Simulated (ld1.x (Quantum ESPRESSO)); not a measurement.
## What the settings do to the TM potential of carbon (C)

Base potential:

ld1.x (Quantum ESPRESSO) 7.5 input, shortened:

```
&input
   title='C', zed=6., rel=1, dft='PBESOL', iswitch=3,
   config='[He] 2s2 2p2'
 /
 &inputp
   pseudotype=2, tm=.true., lloc=-1, rcloc=2.50,
   nlcc=.true., new_core_ps=.true.
 /
2
2S  1  0   2.00   0.00  0.95  0.95  0.0
2P  2  1   2.00   0.00  2.55  2.55  0.0
 &test
   configts(1)='2s2 2p2'
 /
```

All-electron outer shells of the reference configuration (PBEsol, scalar-relativistic, ld1.x):

```tsv
shell	level (eV)	outermost node (bohr)	outermost maximum (bohr)
1s	-272.04	–	0.18
2s	-13.65	0.38	1.22
2p	-5.23	–	1.20
```

Cutoffs, loose and tight: the cutoffs (Ry, on a coarse ladder) from which the occupation-weighted sum of valence levels, in a spherical-Bessel basis at the reference potential, stays within 10 and 1 mRy of its value at 400 Ry. They do not see the model core or the augmentation charge, which bear on the density cutoff. Test errors are all-electron minus pseudo excitation energies from the reference, over the configurations 2s2 2p1; 2s2 2p0; 2s1 2p0; 2s1 2p3; 2s1 2p2; 2s2 2p1.5; 2s0 2p4. A dash means not determined; rows that change the core or the reference have their own tests.

```csv
change,outcome,"cutoff, loose","cutoff, tight",bound ghosts,largest test error (meV)
base,generated,35 Ry,90 Ry,none,+1356
wave 2s (bound): rc 0.95 bohr becomes 2s (bound): rc 0.68 bohr,generated,180 Ry,260 Ry,none,+1342
wave 2s (bound): rc 0.95 bohr becomes 2s (bound): rc 0.78 bohr,generated,110 Ry,230 Ry,none,+1353
wave 2s (bound): rc 0.95 bohr becomes 2s (bound): rc 0.90 bohr,generated,40 Ry,110 Ry,none,+1355
wave 2s (bound): rc 0.95 bohr becomes 2s (bound): rc 0.96 bohr,generated,35 Ry,90 Ry,none,+1356
wave 2s (bound): rc 0.95 bohr becomes 2s (bound): rc 1.08 bohr,generated,35 Ry,90 Ry,none,+1356
wave 2s (bound): rc 0.95 bohr becomes 2s (bound): rc 1.16 bohr,generated,35 Ry,90 Ry,none,+1356
wave 2s (bound): rc 0.95 bohr becomes 2s (bound): rc 1.32 bohr,generated,30 Ry,70 Ry,none,+1355
wave 2s (bound): rc 0.95 bohr becomes 2s (bound): rc 1.42 bohr,generated,30 Ry,60 Ry,none,+1354
```

Problem. What comes out with this change to the base: wave 2s (bound): rc 0.95 bohr becomes 2s (bound): rc 0.62 bohr?

Solution. outcome: generated; cutoff, loose: 230 Ry; cutoff, tight: over 300 Ry; bound ghosts: none; largest test error (meV): +1325.

Problem. What comes out with this change to the base: wave 2s (bound): rc 0.95 bohr becomes 2s (bound): rc 1.22 bohr?

Solution. outcome: generated; cutoff, loose: 35 Ry; cutoff, tight: 80 Ry; bound ghosts: none; largest test error (meV): +1356.

Reading the sweep of the s radius (base included, trends over the rows without a ghost): The loose cutoff falls from 230 Ry at 0.62 to 30 Ry at 1.42 bohr. A larger radius leaves more room for a smooth pseudo-wave, so fewer plane waves are needed; a smaller one forces it to follow the all-electron wave where it bends sharply. The median size of the test errors (rows with all tests solved) stays near 71.6 meV.
